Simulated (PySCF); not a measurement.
In⁺ (indium, charge +1) across methods

[Kr] 4d10 5s2, closed-shell 1S. Calculation: PySCF 2.14, in aug-cc-pV5Z-PP with ECP28MDF; a scalar-relativistic core potential.

```json
{"method": "r2SCANh", "E (hartree)": "-189.9592", "mean ε 4p (eV)": "-90.954", "mean ε 4d (eV)": "-27.387", "mean ε 5s (eV)": "-15.522", "Σ⟨r²⟩ (bohr²)": "38.03", "⟨S²⟩": "0.000"}
{"method": "PBE0", "E (hartree)": "-189.9084", "mean ε 4p (eV)": "-91.792", "mean ε 4d (eV)": "-28.356", "mean ε 5s (eV)": "-15.781", "Σ⟨r²⟩ (bohr²)": "38.18", "⟨S²⟩": "0.000"}
{"method": "revPBE", "E (hartree)": "-189.9684", "mean ε 4p (eV)": "-86.677", "mean ε 4d (eV)": "-25.801", "mean ε 5s (eV)": "-14.870", "Σ⟨r²⟩ (bohr²)": "38.17", "⟨S²⟩": "0.000"}
{"method": "r2SCAN", "E (hartree)": "-189.9729", "mean ε 4p (eV)": "-89.240", "mean ε 4d (eV)": "-26.453", "mean ε 5s (eV)": "-15.206", "Σ⟨r²⟩ (bohr²)": "38.00", "⟨S²⟩": "0.000"}
{"method": "UHF", "E (hartree)": "-189.01889", "mean ε 4p (eV)": "-106.07", "mean ε 4d (eV)": "-34.881", "mean ε 5s (eV)": "-17.281", "Σ⟨r²⟩ (bohr²)": "38.86", "⟨S²⟩": "0.000"}
{"method": "PBE", "E (hartree)": "-189.9133", "mean ε 4p (eV)": "-86.697", "mean ε 4d (eV)": "-25.848", "mean ε 5s (eV)": "-14.988", "Σ⟨r²⟩ (bohr²)": "38.17", "⟨S²⟩": "0.000"}
{"method": "LDA", "E (hartree)": "-189.5873", "mean ε 4p (eV)": "-86.642", "mean ε 4d (eV)": "-26.004", "mean ε 5s (eV)": "-15.373", "Σ⟨r²⟩ (bohr²)": "38.10", "⟨S²⟩": "0.000"}
```

**Question.** Estimate the same row for BP86.

**Answer.** E (hartree) = -190.0232; mean ε 4p (eV) = -86.843; mean ε 4d (eV) = -25.973; mean ε 5s (eV) = -15.195; Σ⟨r²⟩ (bohr²) = 38.04; ⟨S²⟩ = 0.000.

Energies and moments cover only the electrons outside the core potential.
